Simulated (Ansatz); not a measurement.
Input (CCSDT(Q)/cc-pVQZ; Ansatz, a quantum-chemistry and plane-wave program):

Ansatz 0.2 input:
```yaml
crystal:
  periodic: [false, false, false]
  atoms:
    - {symbol: Br, position_ang: [0.00000000, 0.00000000, 0.00000000]}
basis:
  gaussian:
    orbitals: cc-pVQZ
magnetization: {spin_polarized: true, initial_magnetization: 1}
correlation: {method: ccsdt_q, electrons: outside_noble_gas}
scf: {lower_state_search: full}
```

Output:

```
Functional definition: HF
integrals: 0.09 GiB planned
634 factors; integrals over basis functions are off by at most 3.9e-8 eV
mean field: 0.17 GiB planned
mean field evaluation 1: about -69999.6711 eV, gradient 5.2e0 eV
mean field evaluation 2: about -69999.6713 eV, gradient 5.2e0 eV
mean field evaluation 4: about -69999.8753 eV, gradient 6.0e-1 eV
mean field evaluation 8: about -69999.8767 eV, gradient 7.3e-4 eV
mean field evaluation 16: about -69999.8766 eV, gradient 4.7e-2 eV
mean field evaluation 32: about -69999.8767 eV, gradient 1.5e-6 eV
mean field evaluation 64: about -69999.8765 eV, gradient 1.5e-1 eV
mean field evaluation 96: about -69999.8767 eV, gradient 2.1e-3 eV
mean field -69999.87666843 eV, -2572.4480199442 hartree, gradient 2.4e-6 eV, S^2 0.759533; 6 other end points of the search recorded, 0 dependent functions left out
14 core orbitals not correlated
reference -69999.87666843 eV, -2572.4480199442 hartree; 4, 3 occupied and 50, 51 virtual orbitals, 634 factors
second order -4.05727090 eV of doubles, -0.00000000 eV of singles
coupled cluster: 0.51 GiB planned
cycle   1  -4.45831017 eV  change   -4.0e-1 eV  update   4.9e-2
cycle   2  -4.74428749 eV  change   -2.9e-1 eV  update   1.9e-2
cycle   3  -4.75306679 eV  change   -8.8e-3 eV  update   5.1e-3
cycle   4  -4.74948047 eV  change    3.6e-3 eV  update   1.8e-3
cycle   5  -4.74955574 eV  change   -7.5e-5 eV  update   5.0e-4
cycle   6  -4.74930495 eV  change    2.5e-4 eV  update   2.4e-4
cycle   7  -4.74935429 eV  change   -4.9e-5 eV  update   8.0e-5
cycle   8  -4.74945259 eV  change   -9.8e-5 eV  update   2.3e-5
cycle   9  -4.74943143 eV  change    2.1e-5 eV  update   6.8e-6
cycle  10  -4.74942971 eV  change    1.7e-6 eV  update   1.7e-6
cycle  11  -4.74942994 eV  change   -2.2e-7 eV  update   5.4e-7
perturbative correction -0.00467061 eV, -0.0001716417 hartree
Total energy: -70004.63076897 eV, -2572.6227299168 hartree
```
